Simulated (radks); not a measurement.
Gd, 64 electrons, occupied as [Xe] 4f8 5d1 6s1 (not the ground configuration). Method: Dirac Kohn-Sham, PBE, spin-unpolarised, spherical densities, point nucleus; open shells are shared between the two j in proportion to 2j + 1; computed with a radial shooting solver on a logarithmic mesh with Libxc functionals. Some entries of the table are withheld. Estimate them.

orbital,occ.,eigenvalue (eV),r(max) (bohr),<r> (bohr)
1s1/2,2,(1),0.01391,0.02190
2s1/2,2,(2),0.07916,0.09274
2p1/2,2,-7835.042,0.05981,0.07746
2p3/2,4,-7139.106,0.06564,0.08430
3s1/2,2,-1822.730,0.2244,0.2439
3p1/2,2,-1642.031,0.2117,0.2336
3p3/2,4,-1499.247,0.2240,0.2466
3d3/2,4,-1187.544,0.1780,0.2187
3d5/2,6,-1156.433,0.1815,0.2228
4s1/2,2,-360.7934,0.5162,0.5534
4p1/2,2,-290.5047,0.5206,0.5656
4p3/2,4,-258.8497,0.5468,0.5953
4d3/2,4,-143.1942,(3),0.6323
4d5/2,6,-137.4929,(4),0.6429
5s1/2,2,-45.0411,1.208,1.356
5p1/2,2,-26.2742,(5),1.537
5p3/2,4,-22.2333,(6),1.641
6s1/2,1,(7),(8),4.344
4f5/2,3.42857,-2.4271,0.5702,0.9369
4f7/2,4.57143,-1.7313,0.5754,0.9623
5d3/2,0.4,-1.1023,2.163,3.688
5d5/2,0.6,-0.9478,2.252,3.919

Answer. 
(1) 1s1/2 eigenvalue (eV): -50045.02
(2) 2s1/2 eigenvalue (eV): -8252.357
(3) 4d3/2 r(max) (bohr): 0.5549
(4) 4d5/2 r(max) (bohr): 0.5634
(5) 5p1/2 r(max) (bohr): 1.323
(6) 5p3/2 r(max) (bohr): 1.404
(7) 6s1/2 eigenvalue (eV): -3.3861
(8) 6s1/2 r(max) (bohr): 3.626
